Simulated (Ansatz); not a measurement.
Harmonic frequencies (cm⁻¹) at PBE0-D4/def2-TZVP from Ansatz: 73, 115, 151, 229, 359, 384, 470, 503, 525, 619, 726, 777, 817, 834, 1229, 1350, 1447, 1457, 2000, 3058, 3104, 3148, 3164, 3189.

Q: Which molecule is it?
A. `B[CH2][SnH3]`
B. `C=C(N)S`
C. `[CH3][Sb]1[CH2][GaH]1`
D. `N=C=C(F)[SiH3]`

A: C.
